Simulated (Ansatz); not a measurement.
Consider the ligand exchange at the Si–C bond: `O[SiH2]C[SiH](O)O` + CH₃NH₂ → `CN[SiH](O)O` + `C[SiH2]O`.

Gas-phase electronic energies from Ansatz, PBE0-D4/def2-TZVP geometries. CCSD(T)/CBS is the MP2 limit (def2-TZVPP, def2-QZVPP) plus CCSD(T) − MP2 in def2-TZVPP, frozen cores. This one scheme is used for every species. DFT in def2-TZVPP. B3LYP here is the variant with VWN-RPA as its local correlation; programs differ in this. Each species was taken in one conformer, which may not be the lowest.

CCSD(T)/CBS gives -50.4 kJ/mol.

(1) Another level gave -42.2 kJ/mol. Which?
A. HF/def2-TZVPP
B. PBE-D4/def2-TZVPP
C. B3LYP/def2-TZVPP
D. CCSD(T)/def2-TZVPP

Largest T1 diagnostic among the species: 0.011.

Results:

(1) B. PBE-D4 -42.2, B3LYP -56.1, CCSD(T)/def2-TZVPP -49.4, HF/def2-TZVPP -67.0 kJ/mol.

The D4 term adds +5.4 kJ/mol with B3LYP and +3.0 kJ/mol with PBE0; it sums over pairs of atoms, weighted by their polarisabilities, and B3LYP, whose exchange is more repulsive, gets the larger term. In def2-TZVPP, CCSD(T) changes the Hartree–Fock value by +17.6 kJ/mol (the triples alone add +2.9 kJ/mol) and MP2 by +16.7 kJ/mol.
